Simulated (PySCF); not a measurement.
# Orbital levels and atomic charges: C16H8F6O2S

System: C16H8F6O2S (molecular glass and resin monomer), SMILES FC(F)=C(F)Oc1ccc(Sc2ccc(OC(F)=C(F)F)cc2)cc1.

Cartesian coordinates (Å):
```
  1 F    -7.108    1.375   -2.714
  2 C    -6.248    0.411   -2.419
  3 F    -6.778   -0.793   -2.593
  4 C    -4.987    0.611   -2.038
  5 F    -4.545    1.874   -1.865
  6 O    -4.094   -0.364   -1.873
  7 C    -3.262   -0.362   -0.756
  8 C    -3.538    0.350    0.402
  9 C    -2.655    0.285    1.465
 10 C    -1.508   -0.490    1.374
 11 S    -0.412   -0.576    2.771
 12 C     1.173   -0.397    1.998
 13 C     2.274   -0.991    2.607
 14 C     3.530   -0.846    2.055
 15 C     3.686   -0.104    0.891
 16 O     4.984    0.013    0.395
 17 C     5.160    0.278   -0.898
 18 F     4.399   -0.420   -1.766
 19 C     6.062    1.136   -1.373
 20 F     6.331    1.309   -2.660
 21 F     6.840    1.885   -0.601
 22 C     2.596    0.509    0.292
 23 C     1.341    0.368    0.853
 24 C    -1.255   -1.228    0.223
 25 C    -2.124   -1.156   -0.844
 26 H    -4.428    0.955    0.484
 27 H    -2.857    0.840    2.368
 28 H     2.134   -1.568    3.507
 29 H     4.396   -1.302    2.507
 30 H     2.717    1.107   -0.599
 31 H     0.495    0.856    0.395
 32 H    -0.373   -1.847    0.159
 33 H    -1.943   -1.715   -1.748
```

Method: PBE0/def2-SVP, gas phase, PySCF, fitting set def2-universal-JFIT up to Ne and JKFIT beyond, grid level 1.

Q: Give the orbital energies near the gap.

A: 
```
orbital     eV
 HOMO-4  -7.95
 HOMO-3  -7.85
 HOMO-2  -7.21
 HOMO-1  -7.01
   HOMO  -6.17
   LUMO  -1.07
 LUMO+1  -0.89
 LUMO+2  -0.55
 LUMO+3  -0.51
```

Q: Give the partial charges of the non-hydrogen atoms.

A: 
| atom | Mulliken | IAO | Hirshfeld |
| --- | --- | --- | --- |
| F1 | -0.17 | -0.23 | -0.06 |
| C2 | 0.36 | 0.47 | 0.12 |
| F3 | -0.17 | -0.23 | -0.06 |
| C4 | 0.26 | 0.35 | 0.10 |
| F5 | -0.20 | -0.26 | -0.07 |
| O6 | -0.28 | -0.29 | -0.08 |
| C7 | 0.20 | 0.19 | 0.07 |
| C8 | -0.05 | -0.19 | -0.07 |
| C9 | 0.02 | -0.14 | -0.05 |
| C10 | -0.15 | -0.12 | -0.01 |
| S11 | 0.11 | 0.17 | 0.04 |
| C12 | -0.12 | -0.11 | -0.02 |
| C13 | 0.01 | -0.15 | -0.05 |
| C14 | -0.01 | -0.17 | -0.06 |
| C15 | 0.19 | 0.19 | 0.07 |
| O16 | -0.29 | -0.29 | -0.09 |
| C17 | 0.26 | 0.35 | 0.10 |
| F18 | -0.20 | -0.26 | -0.07 |
| C19 | 0.35 | 0.46 | 0.12 |
| F20 | -0.17 | -0.23 | -0.06 |
| F21 | -0.17 | -0.23 | -0.07 |
| C22 | -0.04 | -0.18 | -0.07 |
| C23 | 0.01 | -0.14 | -0.05 |
| C24 | 0.02 | -0.14 | -0.04 |
| C25 | -0.02 | -0.17 | -0.05 |
